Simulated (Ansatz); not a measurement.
Reaction (redistribution): `[CH3][SnH2][F]` + `C[CH2][Al]([F])[F]` → `C[CH2][SnH2][F]` + `[CH3][Al]([F])[F]`

Program: Ansatz. Geometries: PBE0-D4/def2-TZVP. ΔE: electronic, gas phase. CBS: MP2 limit from def2 TZ/QZ plus the TZ coupled-cluster correction, frozen cores. Elements past krypton have def2 core potentials. For Sn outer-core shells are correlated without core-valence functions, which leaves a few kJ/mol of doubt a bond. Each species was taken in one conformer, which may not be the lowest.

```csv
species,HF/def2-QZVPP energy (Eh)
`[CH3][SnH2][F]`,-353.65719
`C[CH2][Al]([F])[F]`,-519.75998
`C[CH2][SnH2][F]`,-392.70240
`[CH3][Al]([F])[F]`,-480.71632
```

Q: Work out ΔE.

A: ΔE = (-392.70240) + (-480.71632) − (-353.65719) − (-519.75998) = -0.00155 Eh = -0.04 eV. CCSD(T)/CBS gives -0.09 eV.

Largest T1 diagnostic among the species: 0.013.

In def2-TZVPP, CCSD(T) changes the Hartree–Fock value by −0.04 eV (the triples alone add −0.01 eV) and MP2 by −0.05 eV. Leaving LDA and LC-ωPBE aside and taking each functional with its dispersion term where it has one, the values, not all of them listed here, spread over 0.01 eV, from revPBE-D4 to ωB97X-V.
